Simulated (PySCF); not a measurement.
## From computed data to an observable: chemical shift, span and skew from a shielding tensor

B(H)(NHMe)(OMe) (C2H8BNO), SMILES CNBOC. Atoms are numbered in the order given.

```xyz
13

B      0.8090     0.0090     0.0000
H      1.9491    -0.4196     0.0000
N     -0.2806    -0.8922     0.0000
C     -0.1833    -2.3374     0.0000
H     -1.2397    -0.5374     0.0000
H     -0.6572    -2.7953    -0.8971
H     -0.6572    -2.7953     0.8971
H      0.8839    -2.6315     0.0000
O      0.6639     1.3791     0.0000
C     -0.6116     1.9802     0.0000
H     -1.2069     1.7040     0.9021
H     -0.4872     3.0818     0.0000
H     -1.2069     1.7040    -0.9021
```
Charge 0, spin multiplicity 1.

Geometry optimised at PBE-D3(BJ)/def2-SVP. The structure was generated by enumeration, and PubChem lists no compound with its InChIKey, so it may never have been made. One conformer was computed; it need not be the lowest.

GIAO shieldings from PBE0/pcSseg-1 run with PySCF, non-relativistic, no solvent. The symmetric part of the tensor of C10 has the principal values 104.9, 110.2, 179.5 ppm. The same nucleus in TMS has σ = 186.3 ppm at this level (PySCF, at its B3LYP-D3(BJ)/def2-TZVP geometry).

Problem. Work out the isotropic shielding, the ¹³C shift against TMS, the span and the skew.

Solution. 
σ(iso) = (σ11 + σ22 + σ33)/3 = 131.5 ppm. δ = σ(ref) − σ(iso) = 186.3 − (131.5) = 54.8 ppm.
Span Ω = σ33 − σ11 = 74.6 ppm. Skew κ = 3(σ(iso) − σ22)/Ω = 0.86. Tumbling in solution averages the tensor to δ; in a static solid the shielding alone would spread this spin-1/2 line over Ω.
